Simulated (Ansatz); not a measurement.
`C[Te]CO` + GeH₄ → `C[Te][GeH3]` + CH₃OH at 400 K and 1 bar (formal exchange of groups at a Te–C bond).

Gas-phase electronic energies from Ansatz, PBE0-D4/def2-TZVP geometries. CCSD(T)/CBS is the MP2 limit (def2-TZVPP, def2-QZVPP) plus CCSD(T) − MP2 in def2-TZVPP, frozen cores. This one scheme is used for every species. Elements past krypton have def2 core potentials. For Ge, Te outer-core shells are correlated without core-valence functions, which leaves a few kJ/mol of doubt a bond. Scalar relativity is left out up to krypton. Each species was taken in one conformer, which may not be the lowest.

```
      species  CCSD(T)/CBS energy (Eh)  H − E (kJ/mol)  S (J/(mol·K))
    `C[Te]CO`               -422.60075           236.8          373.7
         GeH₄              -2078.49493            93.6          231.8
`C[Te][GeH3]`              -2385.51123           188.0          384.6
        CH₃OH               -115.61712           151.2          252.6
```

H − E and S are ideal-gas, rigid-rotor, harmonic terms from PBE0-D4/def2-TZVP, for one conformer and one mirror image of each species. 1 Eh = 2625.50 kJ/mol, R = 8.31446 J/(mol·K).

Problem. By hand: ΔE, ΔH, ΔS and ΔG.

Solution. ΔE = (-2385.51123) + (-115.61712) − (-422.60075) − (-2078.49493) = -0.03267 Eh = -85.8 kJ/mol. Δ(H − E) = 188.0 + 151.2 − 236.8 − 93.6 = 8.8, so ΔH = -77.0 kJ/mol. ΔS = 384.6 + 252.6 − 373.7 − 231.8 = 31.7 J/(mol·K). ΔG = -77.0 − 400 × (31.7)/1000 = -89.7 kJ/mol.

Problem. By hand: the equilibrium constant, and the temperature at which ΔG would vanish if ΔH and ΔS stayed fixed.

Solution. log₁₀ K = −ΔG/(RT ln 10) = 11.7. ΔH and −TΔS have one sign here, so there is no such temperature.

ΔH outweighs TΔS. A doubt of 5 kJ/mol in ΔE shifts log₁₀ K by 0.7 here. Other conformers and mirror images would add mixing entropy, several J/(mol·K) or more a flexible species. These are equilibria of isolated gas molecules and say nothing of rates. Largest T1 diagnostic: 0.012 (customary marks: 0.02 for closed shells, 0.045 for open ones).
